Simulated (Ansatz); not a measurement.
Mulliken charges of `Cl[C@H]1C[Si@@H]1Cl` from r2SCAN/def2-TZVPP in Ansatz (PBE0-D4/def2-TZVP geometry).

```tsv
atom	x (Å)	y (Å)	z (Å)	charge (e)
Cl1	-1.044	-1.744	1.321	-0.158
C2	-0.270	-0.234	0.857	-0.043
C3	0.944	-0.330	-0.102	-0.238
Si4	-0.517	0.540	-0.793	0.459
Cl5	-0.534	2.570	-0.961	-0.229
H6	-0.112	0.396	1.726	0.088
H7	1.841	0.188	0.225	0.082
H8	1.148	-1.325	-0.487	0.085
H9	-1.369	-0.106	-1.803	-0.047
```

Q: By hand: the dipole of these point charges (1 e Å = 4.8032 D).

A: Σ q r = (0.140, -0.034, -0.152) e Å, of length 0.209 e Å = 1.00 D.

Q: How does the dipole of the full density compare? (An estimate is asked.)

A: Computed: (0.204, 0.098, -0.135) e Å, 1.27 D; the point charges give 0.79 times that, at 34° from its direction.

Point charges leave out the atoms' own dipoles, such as those of lone pairs, and Mulliken's split depends on the basis, so the two needn't agree.
